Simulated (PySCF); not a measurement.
I2In, charge +1. Atoms are numbered in the order given.

```xyz
3

In     0.0000     0.0000     0.0000
I      0.0000     0.0000    -2.5913
I      0.0000     0.0000     2.5913
```
Charge +1, spin multiplicity 1.

Coordinates come from a PBE-D3(BJ)/def2-SVP optimisation. The multiplicity is an assumed one; other spin states were not compared. The isomer is the one that the SMILES or the coordinates give; other isomers of the formula were not compared. The def2 effective core potentials stand for the cores of I, In; spin–orbit coupling is left out.

These are TDA-CAM-B3LYP/def2-SVPD in PySCF values and carry that method's errors.

Vertical excitations; the highest root listed may be one member of a degenerate set. Isolated molecule, no solvent. State labels are in the subgroup D2h.

| state | symmetry | energy (eV) | λ (nm) | f | main pairs |
|---|---|---|---|---|---|
| S1 | B3g | 3.09 | 401 | 0.000 | HOMO→LUMO (degenerate set) |
| S2 | B2g | 3.09 | 401 | 0.000 | HOMO−1→LUMO (degenerate set) |
| S3 | B2u | 3.48 | 357 | 0.008 | HOMO−3→LUMO (degenerate set) |
| S4 | B3u | 3.48 | 357 | 0.008 | HOMO−2→LUMO (degenerate set) |
| S5 | Au | 4.89 | 254 | 0.000 | HOMO→LUMO+2 49 %, HOMO−1→LUMO+1 49 % |
| S6 | B1u | 4.90 | 253 | 0.019 | HOMO−4→LUMO 41 %, HOMO→LUMO+1 29 %, HOMO−1→LUMO+2 29 % |
| S7 | Au | 4.94 | 251 | 0.000 | HOMO−1→LUMO+1, HOMO→LUMO+2 (degenerate set) |
| S8 | B1u | 4.94 | 251 | 0.000 | HOMO−1→LUMO+2, HOMO→LUMO+1 (degenerate set) |
| S9 | B1g | 5.20 | 239 | 0.000 | HOMO−3→LUMO+2 49 %, HOMO−2→LUMO+1 49 % |
| S10 | B1g | 5.32 | 233 | 0.000 | HOMO−2→LUMO+1 49 %, HOMO−3→LUMO+2 49 % |
| T1 | B3g | 2.64 | 470 | 0 | HOMO→LUMO (degenerate set) |
| T2 | B2g | 2.64 | 470 | 0 | HOMO−1→LUMO (degenerate set) |
| T3 | B2u | 2.98 | 417 | 0 | HOMO−3→LUMO (degenerate set) |
| T4 | B3u | 2.98 | 417 | 0 | HOMO−2→LUMO (degenerate set) |
Triplets are in the Tamm–Dancoff approximation.
